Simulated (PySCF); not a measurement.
## Dipole response of Ca⁺ (calcium, charge +1)

[Ar] 4s1, 2S determinant. All numbers are calculated (PySCF 2.14, scalar relativity by spin-free X2C-1e, in aug-cc-pwCVTZ-X2C with one added diffuse shell each of s, p, d, f type (10s9p7d4f, 100 functions)). Coupled (time-dependent) response in atomic units; α is the mean over directions.

| method | mean α (bohr³) | C₆ (like pair) | S(−4) |
| --- | --- | --- | --- |
| BP86 | 73.78 | 521.5 | 5200 |
| B3LYP | 70.84 | 493.7 | 4748 |

S(−4) is the Cauchy moment in α(ω) = α(0) + S(−4) ω² + …

α(iu) at BP86:

| u (hartree) | α(iu) (bohr³) |
| --- | --- |
| 0 | 73.78 |
| 0.0500 | 62.81 |
| 0.100 | 43.89 |
| 0.200 | 21.20 |
| 0.300 | 12.51 |
| 0.500 | 6.624 |
| 0.750 | 4.218 |
| 1.00 | 3.078 |
| 1.50 | 1.892 |
| 2.00 | 1.276 |
| 3.00 | 0.6882 |
| 5.00 | 0.2975 |

A single London oscillator, α(iu) = α/(1 + u²/ω²), gives C₆ = (3/4) ω α². Matching the computed C₆ needs ω = 4 × 521.5 / (3 × 73.78²) = 0.128 hartree.

For an ion, C₆ is the dispersion term alone; charge-induced terms of lower order in 1/R come first.
